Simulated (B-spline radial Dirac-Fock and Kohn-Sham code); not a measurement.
## Energy-loss ionisation edge M3 of Nd

System: neutral neodymium in the configuration [Xe] 4f4 6s2. Method: the first Born approximation with generalised oscillator strengths from a Dirac-Hartree-Slater potential (longitudinal and transverse terms; continuum final states only, so no white lines or fine structure). Computed with a radial atomic solver. The edge is taken at 1297.0 eV (tabulated value).

Partial cross sections σ(β, Δ) in barn, integrated over a window Δ above the edge and up to the collection semi-angle β, for parallel illumination:

```tsv
E₀ (kV)	β (mrad)	Δ = 25 eV	Δ = 50 eV	Δ = 100 eV	Δ = 200 eV	Δ = 300 eV
60	20	68.6	134	253	450	604
80	5	?	?	?	?	?
100	5	13.1	25.2	46.9	82.2	109
100	50	131	265	512	930	1270
120	5	15.2	29.2	54.5	95.7	127
120	10	38.7	74.9	141	251	338
120	20	72.8	143	272	490	665
120	50	124	252	488	889	1220
200	5	22.0	42.3	79.4	141	189
200	10	44.7	86.8	164	296	401
200	100	120	249	490	907	1260
300	5	28.0	54.1	102	183	247
300	10	48.7	95.0	181	327	445
300	50	97.5	200	391	719	993
```

Question: Give the row for 80 kV and 5 mrad.

Answer: 10.8 b for 25 eV, 20.8 b for 50 eV, 38.7 b for 100 eV, 67.6 b for 200 eV, 89.4 b for 300 eV.
